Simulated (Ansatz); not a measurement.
Energy difference R1 → P1 + P2, each structure at its B3LYP-D3(BJ)/def2-TZVP stationary point, reached from a drawn start (curvature not checked).
R1: Cl4Zr (SMILES [Cl][Zr]([Cl])([Cl])[Cl]), charge 0, multiplicity 1.
P1, Cl3Zr (SMILES [Cl][Zr]([Cl])[Cl]) (charge 0, multiplicity 2, Z-matrix in Å and degrees):
```
Zr
Cl 1 2.3436
Cl 1 2.3436 2 120.00
Cl 1 2.3436 2 120.00 3 179.99
```
P2: Cl atom, charge 0, multiplicity 2.

| level | reaction energy (kcal/mol) |
|---|---|
| HF/def2-SVP | 78.88 |
| HF/def2-TZVPP | 79.30 |
| PBE/def2-TZVPP | 117.23 |
| r2SCAN/def2-TZVPP | 116.46 |
| CAM-B3LYP/def2-TZVPP | 109.53 |
| B2PLYP/def2-TZVPP | 112.32 |
| MP2/def2-SVP | 113.50 |
| MP2/def2-QZVPP | 119.55 |
| SCS-MP2/def2-SVP | 109.98 |
| SCS-MP2/def2-TZVPP | 113.88 |
| CCSD/def2-SVP | 104.62 |
| CCSD/def2-QZVPP | 108.32 |
| CCSD(T)/def2-SVP | 108.37 |
| CCSD(T)/def2-QZVPP | 113.04 |

P less R. No zero-point or thermal terms; singlets are restricted closed shells; open shells are unrestricted; no spin–orbit coupling. The spin states of the d-block species are the ones drawn and need not be the lowest.

Correlated levels freeze the cores.

Run with Ansatz (Gaussian orbitals). No computed number here is a measurement. Elements past Kr take the def2 small-core potentials, without spin–orbit coupling.

Ansatz is a quantum-chemistry and plane-wave program.
